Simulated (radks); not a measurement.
The numbers below are computed, except where a source is named.
Q: Species: Gd3+. Configuration: [Xe] 4f6.5 6s0.5 (fractional occupations, a model configuration). Level of theory: scalar-relativistic Kohn-Sham, r2SCAN, spin-unpolarised, spherical densities, finite nucleus; meta-GGA in the generalised Kohn-Sham scheme; Fermi nuclear charge, rms radius 5.1569 fm (a radial shooting solver on a logarithmic mesh with Libxc functionals). Some entries of the table are withheld. Estimate them.

orbital,occ.,eigenvalue (eV),r(max) (bohr)
1s,2,-50201.94,0.01392
2s,2,-8336.834,0.07897
2p,6,-7419.075,0.06395
3s,2,-1880.863,0.2240
3p,6,-1595.055,0.2199
3d,10,-1217.717,0.1803
4s,2,-407.6017,0.5155
4p,6,-312.7993,(1)
4d,10,-181.0995,0.5584
5s,2,(2),1.190
5p,6,-55.7268,(3)
4f,6.5,(4),0.5635
6s,0.5,-23.0387,2.901

A: 
(1) 4p r(max) (bohr): 0.5377
(2) 5s eigenvalue (eV): -79.5842
(3) 5p r(max) (bohr): 1.334
(4) 4f eigenvalue (eV): -38.5102
